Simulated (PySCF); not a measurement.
Several molecules and their computed UV-vis stick spectra, shuffled. Theory: TDDFT B3LYP/def2-SVPD, vertical, gas phase, core orbitals frozen in the response (PySCF). Geometries: GFN2-xTB; one conformer of each isolated species. Triplets are in the Tamm–Dancoff approximation.

A. `C=C1CC[C@H](C)C1`
B. `C(P)P(C1CC1)C`
C. `F[Si@@H]1O[SiH2][SiH2][SiH2][SiH2]1`
D. `C[C@H]1[C@@H]2CC[C@H]1C2`
E. `C[C@@H]1C[C@@H]2C[C@@H]2C1`

Lowest singlet levels (six at most, fewer where fewer were computed) with oscillator strengths:

1. 5.43 eV (f 0.033); 5.66 eV (f 0.010); 5.86 eV (f 0.049); 5.96 eV (f 0.018); 6.24 eV (f 0.009); 6.28 eV (f 0.030); T1 4.98 eV
2. 6.33 eV (f 0.025); 6.53 eV (f 0.198); 6.85 eV (f 0.013); 7.13 eV (f 0.002); 7.45 eV (f 0.097); 7.48 eV (f 0.002); T1 4.22 eV
3. 7.59 eV (f 0.017); 7.97 eV (f 0.028); 8.00 eV (f 0.002); 8.09 eV (f 0.003); 8.20 eV (f 0.000); 8.21 eV (f 0.007); T1 7.49 eV
4. 6.99 eV (f 0.002); 7.39 eV (f 0.002); 7.51 eV (f 0.032); 7.62 eV (f 0.037); 7.80 eV (f 0.000); 7.85 eV (f 0.004); T1 6.88 eV
5. 5.96 eV (f 0.041); 6.10 eV (f 0.021); 6.18 eV (f 0.048); 6.42 eV (f 0.043); 6.49 eV (f 0.106); 6.65 eV (f 0.003); T1 5.28 eV

Question: Match each spectrum to its molecule.

Answer: 1 = C, 2 = A, 3 = D, 4 = E, 5 = B.
- A: S1 at 6.33 eV, HOMO→LUMO+1 (72%), HOMO→LUMO (20%); Löwdin shares by element: HOMO carbon 82% or more (atoms not listed hold the other 18%); LUMO carbon 58% or more, hydrogen 6% or more (atoms not listed hold the other 36%); HOMO -6.68 and LUMO 0.06 eV.
- B: S1 at 5.96 eV, HOMO→LUMO (96%); Löwdin shares by element: HOMO phosphorus 59% or more, carbon 30% or more; LUMO phosphorus 41%, carbon 15% or more, hydrogen 8% or more (atoms not listed hold the other 36%); HOMO -6.55 and LUMO 0.18 eV.
- C: S1 at 5.43 eV, HOMO→LUMO (98%); Löwdin shares by element: HOMO silicon 40% or more, oxygen 20% (atoms not listed hold the other 41%); LUMO silicon 61% or more (atoms not listed hold the other 39%); HOMO -7.58 and LUMO -1.32 eV.
- D: S1 at 7.59 eV, HOMO→LUMO (98%); Löwdin shares by element: HOMO carbon 64% or more (atoms not listed hold the other 36%); LUMO carbon 34% or more (atoms not listed hold the other 66%); HOMO -7.90 and LUMO 0.57 eV; point group Cs, 1 of its 6 listed states under f = 0.0005.
- E: S1 at 6.99 eV, HOMO→LUMO (93%); Löwdin shares by element: HOMO carbon 70% or more (atoms not listed hold the other 30%); LUMO hydrogen 23% or more, carbon 10% or more (atoms not listed hold the other 67%); HOMO -7.35 and LUMO 0.55 eV; point group Cs, 1 of its 6 listed states under f = 0.0005.
